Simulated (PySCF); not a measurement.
Simulation results for ClH$_{4}$NSi$_{2}$, CH$_{5}$B$_{2}$O

All values are calculated (PySCF 2.14.0). Calculation on a computer-drawn molecule: the log of a Hartree-Fock and frozen-core CCSD(T) single point meant for a local Hartree-Fock minimum, with one planted fault or none, to be diagnosed. Offsets are logged minus clean, where the clean run is the same molecule without the fault. The reference is restricted for singlets and unrestricted otherwise, and also for a bond in bohr or an excited solution. Adding or removing an electron swaps singlet and doublet. The excited solution moves the top pair (singlet) or top alpha electron (doublet) to the lowest empty orbital. Highest occupied and lowest empty are orbital energies over both spins, largest force is the largest gradient component, triples share is (T) over the correlation energy, the T1 limit is 0.02 restricted and 0.045 unrestricted, electrons count all cores, a negative frequency is imaginary (commonest isotopes), and the dipole is about the centre of nuclear charge.

Common to all runs: meant charge 0; logged SCF converged yes; possible faults no fault, one electron removed, one electron added, multiplicity raised by two, geometry at a saddle point, SCF held on an excited solution, minimal basis STO-3G, one bond length entered in bohr, all coordinates scaled.

(1) 
```xyz
8
formula=ClH4NSi2 meant_multiplicity=1 meant_basis=cc-pV(D+d)Z logged_electrons=56 logged_basis_functions=103 logged_spin_squared=0 logged_highest_occupied=-4.1946 logged_lowest_empty=-5.3137 logged_largest_force=0.26486 logged_CC_converged=no logged_dipole_magnitude=6.7478 logged_SCF_stable_within_its_kind=no logged_energy_HF=-1093.72394
Si     1.5989    -1.2159    -2.3673
N      1.1694     0.0414    -1.5460
Si     0.1176     0.8018    -0.4837
Cl    -1.4569    -0.4492     0.1231
H      2.7962    -1.2136    -3.2191
H      0.9045    -2.5137    -2.4050
H      0.7951     1.1959     0.7624
H     -0.5361     1.9649    -1.1061
```

Units: logged_highest_occupied, logged_lowest_empty in eV; logged_largest_force in hartree/bohr; logged_dipole_magnitude in debye; logged_energy_HF in hartree.

Drawn bonds:
```csv
atom,other atom,order
1,2,2
2,3,1
3,4,1
1,5,1
1,6,1
3,7,1
3,8,1
```

Notes: CCSD not converged.

(2) 
```xyz
9
formula=CH5B2O meant_multiplicity=2 meant_basis=cc-pVDZ logged_electrons=29 logged_basis_functions=81 logged_spin_squared=0.7578 logged_highest_occupied=-8.6176 logged_lowest_empty=1.4089 logged_largest_force=4.179e-05 logged_lowest_frequency=116.01 logged_T1_diagnostic=0.014188 logged_D1_diagnostic=0.052396 logged_triples_share=0.025514 logged_CC_converged=yes logged_dipole_magnitude=1.5609 logged_SCF_stable_within_its_kind=yes logged_energy_HF=-164.9231 logged_energy_CCSD(T)=-165.45032
B     -1.3245     1.3034     1.4077
B     -0.1818     0.2048     1.6962
C      0.6554    -0.4273     0.5043
O      0.2165    -0.0635    -0.7946
H     -2.1601     2.1152     1.2039
H      0.0636    -0.1204     2.8297
H      0.7271    -1.5187     0.6021
H      1.6857    -0.0661     0.5922
H     -0.5670    -0.5513    -0.9978
```

Units: logged_highest_occupied, logged_lowest_empty in eV; logged_largest_force in hartree/bohr; logged_lowest_frequency in cm⁻¹; logged_dipole_magnitude in debye; logged_energy_HF, logged_energy_CCSD(T) in hartree.

Drawn bonds:
```csv
atom,other atom,order
1,2,1
2,3,1
3,4,1
1,5,1
2,6,1
3,7,1
3,8,1
4,9,1
```

Q: Give the missing planted fault for ClH$_{4}$NSi$_{2}$ (entry 1).
A: SCF held on an excited solution

Q: Which fault was planted in the run of CH$_{5}$B$_{2}$O (entry 2)?
A: no fault

Further results for ClH$_{4}$NSi$_{2}$ (entry 1):

* HF energy offset from clean run: 306.1 kcal/mol

Further results for CH$_{5}$B$_{2}$O (entry 2):

* HF energy offset from clean run: 0 kcal/mol
* CCSD(T) energy offset from clean run: 0 kcal/mol
